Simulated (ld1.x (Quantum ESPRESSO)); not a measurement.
Values are calculated unless marked as measured or tabulated.
# Hardness and transferability of assorted potentials

Generated with ld1.x 7.5 (TM, RRKJ, ultrasoft, PAW), atompaw 4.2 or ONCVPSP 4.0.1. The cutoff is in Ry: for ld1.x and atompaw files where the sum of valence levels is converged to 10 mRy in a Bessel basis, for ONCV files where the hardest occupied wave has 1 mHa per electron of residual kinetic energy. The error is the largest all-electron minus pseudo excitation energy over each file’s own four to seven test configurations (ionisations up to +4, promotions, holes and added fractions of an electron), all of which were solved. The labels leave out finer settings (local radius, basis sizes, second energies), which also bear on the numbers. Spin-polarised tests are not counted. The rows are a selection from randomly drawn settings: files with unsolved tests, undetermined cutoffs or missed reference levels are left out.

A true bound ghost makes a file unfit for plane-wave use even where its test errors are small: the radial tests pick states by their node count and pass the ghost by.

| element | potential | cutoff (Ry) | largest error (meV) | bound ghosts |
| --- | --- | --- | --- | --- |
| O | PAW, PBEsol, non-relativistic, rc 0.65/1.35 (sp), local smoothed, core correction yes, reference 2s2 2p3.5 | 90 | -18 | none |
| Mn | ultrasoft, LDA (PZ), fully relativistic, rc 2.35/1.45/2.05 (spd), local smoothed, core correction no, reference 3p6 3d5 4s1 4p1 | 50 | -36 | none |
| Mo | TM, PBEsol, scalar-relativistic, rc 2.40/3.15/1.30 (spd), local d, core correction no, reference 4d3 5s0 5p0 | 50 | +474 | s, p |
| W | PAW, PBEsol, scalar-relativistic, rc 2.65/2.90/1.80/0.95 (spdf), local smoothed, core correction yes, reference 4f14 5d5 6s1 6p0 | 230 | +49 | s, p |

Fill in the row for C: PAW, PBE, scalar-relativistic, rc 0.95/1.75 (sp), local smoothed, core correction yes, reference 2s2 2p0.

cutoff 35 Ry, largest error -5.2 meV, bound ghosts: none.
